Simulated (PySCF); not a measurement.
GeH5Si, SMILES [SiH3][GeH2] (connectivity only; charge and spin as stated), charge +1, multiplicity 1. Atoms are numbered in the order given.

```xyz
7

Si    -1.6193    -0.0009     0.0000
Ge     0.7881    -0.0052     0.0000
H     -2.0039    -0.6750     1.2554
H     -2.0039    -0.6750    -1.2554
H     -1.8394     1.4669     0.0000
H      1.6499     0.0312     1.2684
H      1.6499     0.0312    -1.2684
```
Charge +1, spin multiplicity 1.

The structure is a stationary point at PBE0-D3(BJ)/def2-TZVP. The spin state was assumed, not searched. The isomer is the one that the SMILES or the coordinates give; other isomers of the formula were not compared.

These are PySCF with PBE0/pcSseg-2 values and carry that method's errors.

GIAO shieldings, no solvent; atoms alike by connectivity are averaged. δ = σ(ref) − σ: ²⁹Si against TMS (σ = 341.9 ppm); ⁷³Ge against GeH4 (σ = 1662.5 ppm); ¹H against TMS (σ = 31.54 ppm), references at their B3LYP-D3(BJ)/def2-TZVP geometries, non-relativistic.

| nucleus | atoms | count | δ (ppm) |
|---|---|---|---|
| ²⁹Si | Si1 | 1 | -68.3 |
| ⁷³Ge | Ge2 | 1 | 1468.2 |
| ¹H | H6, H7 | 2 | 10.68 |
| ¹H | H3, H4, H5 | 3 | 5.18 |
